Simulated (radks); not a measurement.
Question: W, configuration [Xe] 4f14 5d5 6s1 (not the ground configuration). All-electron calculation, Dirac Kohn-Sham, BLYP, spin-unpolarised, spherical densities, finite nucleus; open shells fill j = l - 1/2 first; Fermi nuclear charge, rms radius 5.3658 fm. Program: a radial shooting solver on a logarithmic mesh with Libxc functionals. Some entries of the table are withheld. Estimate them.

orbital,occ.,eigenvalue (hartree),<r> (bohr),<r^2> (bohr^2)
1s1/2,2,-2549.537,0.01835,0.0004631
2s1/2,2,-439.6935,0.07695,(1)
2p1/2,2,-420.5787,0.06365,0.005041
2p3/2,4,-370.8531,0.07160,0.006242
3s1/2,2,-101.1782,0.2006,0.04614
3p1/2,2,-92.64045,0.1905,0.04232
3p3/2,4,-81.88903,0.2053,0.04891
3d3/2,4,-67.47053,0.1797,0.03792
3d5/2,6,-65.13211,0.1842,0.03973
4s1/2,2,-20.78764,0.4495,(2)
4p1/2,2,-17.24336,0.4545,0.2354
4p3/2,4,-14.74996,0.4879,0.2709
4d3/2,4,-8.91947,0.5048,0.2955
4d5/2,6,-8.46006,0.5162,0.3089
5s1/2,2,-2.80770,1.070,1.288
5p1/2,2,-1.76114,1.182,1.587
5p3/2,4,-1.40318,1.290,1.893
4f5/2,6,-1.16734,0.6037,0.4585
4f7/2,8,-1.08514,0.6136,0.4746
6s1/2,1,-0.18345,3.304,(3)
5d3/2,4,-0.12506,2.154,5.809
5d5/2,1,-0.10128,2.288,6.621

Answer: 
(1) 2s1/2 <r^2> (bohr^2): 0.007063
(2) 4s1/2 <r^2> (bohr^2): 0.2283
(3) 6s1/2 <r^2> (bohr^2): 12.54
